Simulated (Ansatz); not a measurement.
Reaction (formal exchange of groups at a Te–Si bond): `O[Si](O)(O)[TeH]` + `[NH2][AlH][SiH3]` → `[NH2][AlH][SiH2][TeH]` + `O[SiH](O)O`

Program: Ansatz. Geometries: PBE0-D4/def2-TZVP. ΔE: electronic, gas phase. CCSD(T)/CBS adds triple-zeta CCSD(T) − MP2 to the extrapolated MP2 energy (def2 sets, frozen cores). DFT in def2-TZVPP. B3LYP here is the variant with VWN-RPA as its local correlation; programs differ in this. def2 core potentials past Kr. For Te outer-core shells are correlated without core-valence functions, which leaves a few kJ/mol of doubt a bond. Each species was taken in one conformer, which may not be the lowest.

```json
{"level": "r2SCAN-D4", "ΔE (kcal/mol)": "-2.6", "difference from CCSD(T)/CBS": "0.9"}
{"level": "B3LYP-D4", "ΔE (kcal/mol)": "-2.4", "difference from CCSD(T)/CBS": "1.1"}
{"level": "ωB97M-V", "ΔE (kcal/mol)": "-2.5", "difference from CCSD(T)/CBS": "1.0"}
{"level": "B2PLYP", "ΔE (kcal/mol)": "-3.1", "difference from CCSD(T)/CBS": "0.4"}
{"level": "PBE", "ΔE (kcal/mol)": "-2.6", "difference from CCSD(T)/CBS": "0.9"}
{"level": "r2SCAN", "ΔE (kcal/mol)": "-2.6", "difference from CCSD(T)/CBS": "0.9"}
{"level": "B3LYP", "ΔE (kcal/mol)": "-2.9", "difference from CCSD(T)/CBS": "0.6"}
{"level": "MP2/def2-TZVPP", "ΔE (kcal/mol)": "-3.7", "difference from CCSD(T)/CBS": "-0.2"}
{"level": "CCSD/def2-TZVPP", "ΔE (kcal/mol)": "-3.1", "difference from CCSD(T)/CBS": "0.4"}
{"level": "MP2/def2-QZVPP", "ΔE (kcal/mol)": "-3.9", "difference from CCSD(T)/CBS": "-0.4"}
{"level": "CCSD(T)/CBS", "ΔE (kcal/mol)": "-3.5", "difference from CCSD(T)/CBS": "0"}
```

Largest T1 diagnostic among the species: 0.013.
